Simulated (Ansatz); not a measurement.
The inner images of a band of FH₇N₂OSZr (13 atoms, charge 0, multiplicity 1) are given out of order.

Computed with RKS PBE0-D4/def2-SVP (Ansatz).

Initial state:

```xyz
13
Properties=species:S:1:pos:R:3
Zr -0.014 0.034 0.117
O -0.183 0.398 2.013
H 0.135 0.584 2.896
N 1.874 0.248 -0.634
H 2.675 -0.338 -0.413
H 2.182 0.994 -1.254
N -0.989 1.574 -0.774
H -1.384 1.549 -1.712
H -1.268 2.447 -0.332
F -0.915 -1.558 -0.564
S 1.451 -2.579 1.208
H 0.520 -3.129 0.396
H 0.649 -2.665 2.291
```

Final state:

```xyz
13
Properties=species:S:1:pos:R:3
Zr 0.405 -0.505 -0.423
O 0.747 0.290 1.851
H -0.133 0.598 2.107
N 2.275 0.246 -0.548
H 2.899 0.151 -1.347
H 2.719 0.825 0.161
N -1.187 0.753 -0.125
H -2.012 0.646 -0.717
H -1.238 1.682 0.289
F 0.037 -1.154 -2.185
S 0.389 -2.639 0.965
H -0.962 -2.714 0.998
H 0.793 -0.619 2.213
```

Task: Put them in order from the first end to the last, with their energies above the first end.
A.
```xyz
13
Properties=species:S:1:pos:R:3
Zr 0.327 -0.462 -0.202
O 0.229 0.173 2.063
H -0.639 0.480 2.355
N 2.102 0.199 -0.881
H 2.862 -0.447 -1.087
H 2.376 1.136 -1.163
N -0.908 1.173 -0.210
H -1.539 1.327 -0.997
H -0.987 1.973 0.413
F -0.588 -1.480 -1.544
S 1.061 -2.501 1.241
H 0.065 -3.297 0.794
H 0.373 -0.717 2.456
```
B.
```xyz
13
Properties=species:S:1:pos:R:3
Zr 0.227 -0.421 -0.183
O 0.029 0.000 2.064
H -0.725 0.290 2.589
N 1.999 0.166 -0.931
H 2.791 -0.473 -0.960
H 2.248 1.050 -1.364
N -0.827 1.329 -0.325
H -1.554 1.438 -1.033
H -0.733 2.218 0.161
F -0.845 -1.515 -1.335
S 1.364 -2.381 1.200
H 0.372 -3.270 0.971
H 0.388 -0.872 2.382
```
C.
```xyz
13
Properties=species:S:1:pos:R:3
Zr 0.372 -0.465 -0.268
O 0.421 0.243 2.006
H -0.460 0.537 2.273
N 2.198 0.233 -0.757
H 2.899 -0.364 -1.194
H 2.557 1.184 -0.725
N -1.029 1.029 -0.180
H -1.710 1.130 -0.932
H -1.111 1.842 0.425
F -0.380 -1.386 -1.768
S 0.807 -2.579 1.157
H -0.352 -3.187 0.820
H 0.522 -0.659 2.381
```
D.
```xyz
13
Properties=species:S:1:pos:R:3
Zr 0.389 -0.478 -0.349
O 0.574 0.288 1.929
H -0.320 0.558 2.178
N 2.256 0.230 -0.628
H 2.896 -0.161 -1.319
H 2.693 1.047 -0.209
N -1.128 0.890 -0.145
H -1.872 0.922 -0.841
H -1.160 1.764 0.375
F -0.184 -1.269 -1.994
S 0.607 -2.614 1.051
H -0.680 -3.000 0.898
H 0.663 -0.618 2.294
```
E.
```xyz
13
Properties=species:S:1:pos:R:3
Zr 0.032 -0.091 -0.024
O -0.102 -0.090 1.956
H -0.554 0.383 2.657
N 1.922 0.247 -0.716
H 2.718 -0.375 -0.597
H 2.212 1.038 -1.285
N -0.948 1.577 -0.625
H -1.732 1.618 -1.272
H -0.766 2.518 -0.282
F -0.947 -1.519 -0.880
S 1.536 -2.581 1.188
H 0.442 -3.346 0.983
H 0.920 -1.821 2.134
```
F.
```xyz
13
Properties=species:S:1:pos:R:3
Zr -0.010 -0.035 0.019
O -0.216 0.155 1.941
H -0.133 0.442 2.848
N 1.891 0.255 -0.677
H 2.672 -0.384 -0.557
H 2.212 1.063 -1.203
N -0.959 1.596 -0.728
H -1.475 1.642 -1.604
H -1.089 2.476 -0.235
F -0.921 -1.553 -0.780
S 1.470 -2.591 1.142
H 0.394 -3.321 0.780
H 0.896 -2.185 2.293
```
G.
```xyz
13
Properties=species:S:1:pos:R:3
Zr 0.110 -0.258 -0.127
O -0.109 -0.254 1.975
H -0.545 0.210 2.696
N 1.951 0.227 -0.812
H 2.748 -0.403 -0.742
H 2.221 1.055 -1.335
N -0.889 1.466 -0.500
H -1.724 1.537 -1.079
H -0.657 2.401 -0.169
F -0.906 -1.519 -1.156
S 1.470 -2.364 1.284
H 0.471 -3.261 1.129
H 0.592 -1.278 2.074
```

Result: F (+2.8 kJ/mol), E (+6.5 kJ/mol), G (+32.8 kJ/mol), B (+6.0 kJ/mol), A (-1.7 kJ/mol), C (-4.7 kJ/mol), D (-10.6 kJ/mol).

The run took 7.4 min on 4 threads of Arm Neoverse V2 (shared host), peak memory 0.44 GiB.
